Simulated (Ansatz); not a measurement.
Match the barriers

Saddle point of CH$_{6}$SZn, singlet (CH₄SZn ([CH3][Zn][SH]) + H₂ → CH₄Zn ([CH3][ZnH]) + H₂S; bonds formed: Zn1–H5, S2–H4; bonds broken: Zn1–S2, H4–H5), PBE0-D4/def2-TZVP structure:

Zn1  (-0.384, 0.148, -0.010)
S2  (0.774, 2.037, -1.193)
C3  (0.180, -1.272, 1.190)
H4  (-0.801, 1.542, -1.140)
H5  (-1.664, 0.920, -0.864)
H6  (0.990, 1.250, -2.261)
H7  (1.049, -1.784, 0.770)
H8  (0.471, -0.841, 2.151)
H9  (-0.615, -2.000, 1.357)
(Å)

Computed with Ansatz 0.2.0 (basis: def2-TZVPP, with def2-QZVPP for the basis limit); correlated methods freeze the cores. The 3s and 3p shells of Cu and Zn are frozen; filled d shells are correlated. B3LYP uses VWN-RPA correlation. Extrapolation: Hartree–Fock as exp(−7.88 √X), correlation as X^−2.97. Four methods, as single points on the PBE0-D4 structures, gave these electronic barriers from the start structure: 1.275, 1.504, 1.583, 1.989 eV.

**Question.** The methods were, in alphabetical order, B3LYP-D4, CCSD(T), HF, PBE-D4. Which gave which? (A judgement: the text doesn't fix the answer.)

**Answer.** Computed: PBE-D4 1.275; B3LYP-D4 1.504; CCSD(T) 1.583; HF 1.989 eV. For comparison, CCSD(T) at an estimated basis limit (MP2 extrapolated from triple and quadruple zeta, plus CCSD(T) − MP2 in triple zeta) gives 1.601 eV.

No T1 diagnostic of these runs exceeds 0.014.

Labels in which every atom is bracketed show which atoms are joined, not bond orders.

For scale, one of the runs: CCSD(T)/def2-TZVPP, 221 basis functions (an equivalent command: `ansatz run in.yaml --threads 4`). The run took 22 s on 4 CPU threads (shared host), with 3.4 GiB of host memory at its peak.
